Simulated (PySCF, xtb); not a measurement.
Se(Br)(SiH3) (BrH₃SeSi), SMILES [Se]([SiH3])Br.

The structure is a stationary point at PBE-D3(BJ)/def2-SVP. This is a generated structure with no PubChem entry under its InChIKey; it may be hypothetical.

Calculation: IEF-PCM-PBE0/def2-SVP run with PySCF.

The values are the electrostatic part of the solvation free energy, E(continuum) − E(gas) at the gas-phase geometry, in a cavity of scaled van der Waals radii (PySCF's table); cavitation and dispersion terms are not included. In vacuum the orbital gap is 4.15 eV. The dipole moment in vacuum is 1.60 D.

Question: Estimate the values in water (ε = 78.36), methanol (ε = 32.61), ethanol (ε = 24.85). (The exact figures need the calculation; the answer reports its results.)

Answer: 
```tsv
solvent	ε	ΔG(elec) (kcal/mol)	dipole (D)	gap (eV)
water	78.36	-1.7	2.22	4.23
methanol	32.61	-1.7	2.20	4.23
ethanol	24.85	-1.6	2.19	4.23
```

For comparison, GFN2-xTB/ALPB(water) (xtb, at the GFN2-xTB geometry, all terms of that model) gives -0.3 kcal/mol.
